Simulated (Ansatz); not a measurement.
Reaction (β-hydride elimination): `CN(C)[Si]N(C)C` → `CN(C)[SiH]` + `C=NC`

Computed with Ansatz on PBE0-D4/def2-TZVP structures; ΔE is electronic, products minus reactants. CCSD(T)/CBS adds triple-zeta CCSD(T) − MP2 to the extrapolated MP2 energy (def2 sets, frozen cores). Functionals use def2-TZVPP. One conformer a species, not always the lowest.

```csv
level,ΔE (kJ/mol),difference from CCSD(T)/CBS
BLYP-D4,173.7,-18.0
B97M-V,186.5,-5.2
ωB97X-V,198.0,6.3
revPBE,150.3,-41.4
BHLYP,178.4,-13.3
CAM-B3LYP,180.9,-10.8
HF/def2-SVP,158.8,-32.9
CCSD/def2-SVP,173.2,-18.5
SCS-MP2/def2-QZVPP,189.1,-2.6
CCSD/CBS(def2),189.0,-2.7
CCSD(T)/CBS,191.7,0
```

Largest T1 diagnostic among the species: 0.015.

The D4 term adds +25.0 kJ/mol with B3LYP and +14.1 kJ/mol with PBE0; it sums over pairs of atoms, weighted by their polarisabilities, and B3LYP, whose exchange is more repulsive, gets the larger term. From r2SCAN to r2SCAN0 (25 % exact exchange), in def2-TZVPP and without D4, ΔE moves by +8.8 kJ/mol. In def2-TZVPP, CCSD(T) changes the Hartree–Fock value by +34.3 kJ/mol (the triples alone add +2.7 kJ/mol) and MP2 by +52.5 kJ/mol.

B3LYP here is the variant with VWN-RPA as its local correlation; programs differ in this.
